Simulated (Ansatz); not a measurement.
Consider the substitution at a C–N bond: `CNC([SiH3])S` + `NCF` → `CNCF` + `NC([SiH3])S`.

Gas-phase electronic energies from Ansatz, PBE0-D4/def2-TZVP geometries. CBS: MP2 limit from def2 TZ/QZ plus the TZ coupled-cluster correction, frozen cores. Functionals use def2-TZVPP. B3LYP here is the variant with VWN-RPA as its local correlation; programs differ in this. Each species was taken in one conformer, which may not be the lowest.

`CNC([SiH3])S`:

```xyz
14

C     0.448    0.326    1.821
N     0.790    0.621    0.445
C    -0.328    0.481   -0.469
Si   -0.645   -1.324   -0.955
S    -0.057    1.421   -1.989
H    -0.398    0.922    2.203
H     1.315    0.512    2.456
H     0.183   -0.728    1.925
H     1.158    1.562    0.365
H    -1.262    0.923   -0.078
H    -1.925   -1.410   -1.703
H     0.483   -1.776   -1.809
H    -0.732   -2.213    0.238
H     0.969    0.684   -2.451
```

`NCF`:

```xyz
7

N    -0.181   -0.672    0.560
C     0.326    0.401   -0.187
F    -0.535    0.836   -1.209
H    -1.033   -0.440    1.051
H    -0.325   -1.503    0.003
H     0.490    1.266    0.459
H     1.258    0.113   -0.677
```

`CNCF`:

Z-matrix (Å, degrees):
```
C
N 1 1.449
H 1 1.096 2 113.8
H 1 1.093 2 109.0 3 120.6
H 1 1.091 2 109.5 3 -121.9
C 2 1.397 1 116.4 3 -64.1
H 2 1.010 1 112.3 3 66.8
F 6 1.411 2 113.7 1 63.1
H 6 1.092 2 110.4 1 -177.9
H 6 1.093 2 110.2 1 -55.3
```

`NC([SiH3])S`:

```xyz
11

N    -0.643    0.030   -1.384
C    -0.120    0.593   -0.155
Si   -0.015   -0.723    1.199
S     1.531    1.297   -0.410
H    -1.590   -0.307   -1.255
H    -0.643    0.719   -2.127
H    -0.678    1.460    0.234
H     0.311   -0.077    2.495
H     1.033   -1.710    0.833
H    -1.324   -1.429    1.323
H     2.137    0.147   -0.753
```

| level | ΔE (kJ/mol) | difference from CCSD(T)/CBS |
| --- | --- | --- |
| PBE-D4 | 2.9 | 0.6 |
| r2SCAN-D4 | 1.3 | -1.0 |
| PBE0-D4 | 2.7 | 0.4 |
| B3LYP-D4 | 2.0 | -0.3 |
| ωB97X-V | 1.0 | -1.3 |
| ωB97M-V | 1.5 | -0.8 |
| B2PLYP | 0.4 | -1.9 |
| PBE | 0.6 | -1.7 |
| r2SCAN | 0.5 | -1.8 |
| PBE0 | 0.5 | -1.8 |
| B3LYP | -1.5 | -3.8 |
| HF/def2-TZVPP | -3.5 | -5.8 |
| MP2/def2-TZVPP | 3.7 | 1.4 |
| SCS-MP2/def2-TZVPP | 2.1 | -0.2 |
| CCSD/def2-TZVPP | 1.4 | -0.9 |
| CCSD(T)/def2-TZVPP | 2.5 | 0.2 |
| HF/def2-QZVPP | -3.6 | -5.9 |
| MP2/def2-QZVPP | 3.6 | 1.3 |
| SCS-MP2/def2-QZVPP | 1.9 | -0.4 |
| HF/CBS(def2) | -3.6 | -5.9 |
| MP2/CBS(def2) | 3.5 | 1.2 |
| CCSD/CBS(def2) | 1.2 | -1.1 |
| CCSD(T)/CBS | 2.3 | 0 |

Largest T1 diagnostic among the species: 0.011.

In def2-TZVPP, CCSD(T) changes the Hartree–Fock value by +6.0 kJ/mol (the triples alone add +1.1 kJ/mol) and MP2 by +7.2 kJ/mol. The D4 term adds +3.5 kJ/mol with B3LYP and +2.2 kJ/mol with PBE0; it sums over pairs of atoms, weighted by their polarisabilities, and B3LYP, whose exchange is more repulsive, gets the larger term.
